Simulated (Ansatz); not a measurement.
Consider the hydrogenolysis of the In–Cl bond: `[NH2][InH][Cl]` + H₂ → `[NH2][InH2]` + HCl.

Computed with Ansatz on PBE0-D4/def2-TZVP structures; ΔE is electronic, products minus reactants. CCSD(T)/CBS adds triple-zeta CCSD(T) − MP2 to the extrapolated MP2 energy (def2 sets, frozen cores). This one scheme is used for every species. DFT in def2-TZVPP. B3LYP here is the variant with VWN-RPA as its local correlation; programs differ in this. HSE06 is defined as in plane-wave codes. def2 core potentials past Kr. For In outer-core shells are correlated without core-valence functions, which leaves a few kJ/mol of doubt a bond. One conformer a species, not always the lowest.

| level | ΔE (kJ/mol) | difference from CCSD(T)/CBS |
| --- | --- | --- |
| LDA (SPW92) | 91.1 | -18.5 |
| PBE-D4 | 103.2 | -6.4 |
| revPBE-D4 | 105.4 | -4.2 |
| r2SCAN-D4 | 110.4 | 0.8 |
| B97M-V | 99.6 | -10.0 |
| B3LYP-D4 | 106.0 | -3.6 |
| r2SCANh-D4 | 109.7 | 0.1 |
| r2SCAN0-D4 | 108.7 | -0.9 |
| HSE06-D4 | 104.1 | -5.5 |
| BHLYP-D4 | 108.6 | -1.0 |
| CAM-B3LYP-D4 | 100.9 | -8.7 |
| ωB97X-V | 104.6 | -5.0 |
| ωB97M-V | 103.9 | -5.7 |
| PBE-QIDH | 106.5 | -3.1 |
| PBE | 100.3 | -9.3 |
| revPBE | 101.4 | -8.2 |
| BLYP | 100.9 | -8.7 |
| r2SCAN | 109.7 | 0.1 |
| PBE0 | 101.2 | -8.4 |
| B3LYP | 101.3 | -8.3 |
| r2SCANh | 108.9 | -0.7 |
| r2SCAN0 | 107.9 | -1.7 |
| HSE06 | 101.6 | -8.0 |
| BHLYP | 103.3 | -6.3 |
| CAM-B3LYP | 98.1 | -11.5 |
| LC-ωPBE | 97.9 | -11.7 |
| RPA@PBE/def2-TZVPP | 96.0 | -13.6 |
| HF/def2-SVP | 102.1 | -7.5 |
| MP2/def2-SVP | 106.4 | -3.2 |
| CCSD/def2-SVP | 96.1 | -13.5 |
| HF/def2-TZVPP | 105.6 | -4.0 |
| MP2/def2-TZVPP | 111.2 | 1.6 |
| SCS-MP2/def2-TZVPP | 107.3 | -2.3 |
| CCSD/def2-TZVPP | 99.1 | -10.5 |
| CCSD(T)/def2-TZVPP | 101.6 | -8.0 |
| HF/def2-QZVPP | 105.6 | -4.0 |
| MP2/def2-QZVPP | 115.8 | 6.2 |
| SCS-MP2/def2-QZVPP | 111.7 | 2.1 |
| MP2/CBS(def2) | 119.2 | 9.6 |
| CCSD/CBS(def2) | 107.1 | -2.5 |
| CCSD(T)/CBS | 109.6 | 0 |

Largest T1 diagnostic among the species: 0.016.

At CCSD(T), def2-SVP lies −12.6 kJ/mol from the extrapolated value and def2-TZVPP −8.0 kJ/mol. The D4 term adds +4.6 kJ/mol with B3LYP and +2.6 kJ/mol with PBE0; it sums over pairs of atoms, weighted by their polarisabilities, and B3LYP, whose exchange is more repulsive, gets the larger term.
